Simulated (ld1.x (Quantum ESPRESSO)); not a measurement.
# Which change was made? (B, TM)

- Element: boron
- Generator: ld1.x (Quantum ESPRESSO) 7.5
- Type: norm-conserving Troullier–Martins (Kleinman–Bylander form)
- Functional: LDA (PZ)
- Relativity: scalar-relativistic
- Frozen core: [He]
- Valence charge: 3
- Reference configuration: 2s2 2p1
- Partial waves: 2s (bound): rc 1.55 bohr; 3d channel at 0.4 Ry: rc 1.70 bohr; 2p (bound): rc 2.00 bohr
- Local potential: the p channel
- Core correction: none

Cutoffs, loose and tight: the cutoffs (Ry, on a coarse ladder) from which the occupation-weighted sum of valence levels, in a spherical-Bessel basis at the reference potential, stays within 10 and 1 mRy of its value at 400 Ry. They do not see the model core or the augmentation charge, which bear on the density cutoff. Test errors are all-electron minus pseudo excitation energies from the reference, over the configurations 2s2 2p0; 2s1 2p0; 2s2 2p0.5; 2s1 2p2; 2s2 2p1.3; 2s1 2p1; 2s0 2p3 (two spin-polarised tests are not counted in the largest error); variants that change the core or the reference have their own tests.

The base gives: outcome: generated; cutoff, loose: 21 Ry; cutoff, tight: 50 Ry; bound ghosts: none; largest test error (meV): +132.

After one change the result is: outcome: generated; cutoff, loose: 25 Ry; cutoff, tight: 45 Ry; bound ghosts: none; largest test error (meV): +153. Which change was it?
A. all radii scaled by about 0.89 (s 1.38, p 1.78, d 1.52 bohr)
B. type ultrasoft; waves now 2s (bound): rcut 1.35, rcutus 1.55 bohr; 2s channel at 0.7 Ry: rcut 1.35, rcutus 1.55 bohr; 2p (bound): rcut 1.75, rcutus 2.00 bohr; 2p channel at 0.05 Ry: rcut 1.75, rcutus 2.00 bohr; 3d channel at 0.4 Ry: rcut 1.50, rcutus 1.70 bohr; local potential all-electron potential smoothed inside 1.85 bohr (lloc = -2); augmentation built from norm-conserving waves at rcut, not smoothed further
C. reference 2s1.5 2p1.5
D. core correction a·sin(br)/r model core inside 0.98 bohr

C. The others give: core correction a·sin(br)/r model core inside 0.98 bohr → outcome: generated; cutoff, loose: 21 Ry; cutoff, tight: 50 Ry; bound ghosts: none; largest test error (meV): +86 | all radii scaled by about 0.89 (s 1.38, p 1.78, d 1.52 bohr) → outcome: generated; cutoff, loose: 25 Ry; cutoff, tight: 55 Ry; bound ghosts: none; largest test error (meV): +122 | type ultrasoft; waves now 2s (bound): rcut 1.35, rcutus 1.55 bohr; 2s channel at 0.7 Ry: rcut 1.35, rcutus 1.55 bohr; 2p (bound): rcut 1.75, rcutus 2.00 bohr; 2p channel at 0.05 Ry: rcut 1.75, rcutus 2.00 bohr; 3d channel at 0.4 Ry: rcut 1.50, rcutus 1.70 bohr; local potential all-electron potential smoothed inside 1.85 bohr (lloc = -2); augmentation built from norm-conserving waves at rcut, not smoothed further → outcome: generated; cutoff, loose: 12 Ry; cutoff, tight: 18 Ry; bound ghosts: none; largest test error (meV): +118.
